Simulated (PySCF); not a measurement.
Isomers of C6H10NOP. Computed with PBE0-D3(BJ)/def2-SVP geometry optimisation, gas phase (PySCF). Energies are electronic, without zero-point or thermal terms, for one conformer each. No frequencies were run at this level. Point groups hold within 0.08 Å.

**Question.** Rank from lowest to highest electronic energy at this level (kcal/mol).
A. `[CH:1]#[C:2][P@:3]([CH3:4])(=[NH:5])[CH2:6][C:7]([CH3:8])=[O:9]` with C2–P3–C6–C7 -178°, P3–C6–C7–C8 -91°
B. `Cc1coc(N(C)C)p1`

**Answer.** B (0.0), A (44.8).

As drawn, the lower has an aromatic ring, which the higher lacks; the higher has a C=O bond, a C≡C bond and an N–H bond, which the lower lacks.

```json
{"SMILES": "Cc1coc(N(C)C)p1", "E (Eh)": "-705.05877", "E rel (kcal/mol)": "0.0", "dipole (D)": "2.25", "point group": "C1", "A, B, C (MHz)": "3190, 951.1, 745.0"}
{"SMILES": "C#C[P@](C)(=N)CC(C)=O", "E (Eh)": "-704.98744", "E rel (kcal/mol)": "44.8", "dipole (D)": "3.03", "point group": "C1", "A, B, C (MHz)": "2445, 878.6, 834.8"}
```

**Question.** How do the relative energies change in single points at PBE0/pcSseg-1 (no added dispersion term) on the same geometries?

**Answer.** 
```json
{"SMILES": "Cc1coc(N(C)C)p1", "PBE0-D3(BJ)/def2-SVP (kcal/mol)": "0.0", "PBE0/pcSseg-1 (kcal/mol)": "0.0", "shift": "0.0"}
{"SMILES": "C#C[P@](C)(=N)CC(C)=O", "PBE0-D3(BJ)/def2-SVP (kcal/mol)": "44.8", "PBE0/pcSseg-1 (kcal/mol)": "37.3", "shift": "-7.5"}
```

Each column counts from its own lowest isomer. The order is unchanged; the largest shift is 7.5 kcal/mol.
